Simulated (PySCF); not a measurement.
A side-by-side comparison of computed properties.

First species: C4H8O.
Numbering: `[CH3:1][CH2:2][CH2:3][CH:4]=[O:5]` (hydrogens: H6, H7, H8 on C1; H9, H10 on C2; H11, H12 on C3; H13 on C4)

Second species: CF3OCF3, C2F6O.
SMILES with atom numbers: `[F:1][C:2]([F:3])([F:4])[O:5][C:6]([F:7])([F:8])[F:9]`

Levels: PBE0/pcSseg-1 for dipole moment, HOMO energy, LUMO energy and HOMO–LUMO gap; GFN2-xTB for rotational constant A and rotational constant C. Geometries: GFN2-xTB. Each structure is a single optimised conformer of the isolated species, non-relativistic unless stated. Electronic properties by PySCF.

Dipoles, sizes and rotational constants follow the conformer. The torsions of the flexible species, by atom-mapped SMILES:
- `[CH3:1][CH2:2][CH2:3][CH:4]=[O:5]`: C1–C2–C3–C4 180°, C2–C3–C4–O5 0°
- `[F:1][C:2]([F:3])([F:4])[O:5][C:6]([F:7])([F:8])[F:9]`: F1–C2–O5–C6 -44°, C2–O5–C6–F7 78°

Values for the first species:

```
Dipole moment         : 2.64 D
HOMO energy           : -7.39 eV
LUMO energy           : -0.49 eV
HOMO–LUMO gap         : 6.90 eV
Rotational constant A : 15.125 GHz
Rotational constant C : 2.308 GHz
```

(1) Estimate the same properties for the second species, and the change in each.

Results:

(1) 
```csv
property,first,second,second less first
dipole moment,2.64 D,0.10 D,-2.54 D
HOMO energy,-7.39 eV,-11.64 eV,-4.25 eV
LUMO energy,-0.49 eV,3.39 eV,+3.88 eV
HOMO–LUMO gap,6.90 eV,15.03 eV,+8.13 eV
rotational constant A,15.125 GHz,3.020 GHz,-12.105 GHz
rotational constant C,2.308 GHz,1.189 GHz,-1.119 GHz
```

On the first: In atomic units the dipole is 1.04 e·bohr (1 au = 2.5417 D).

On the second: A dipole of 0.10 D is allowed in C2, and pure rotational transitions are dipole-allowed. In atomic units the dipole is 0.04 e·bohr (1 au = 2.5417 D).
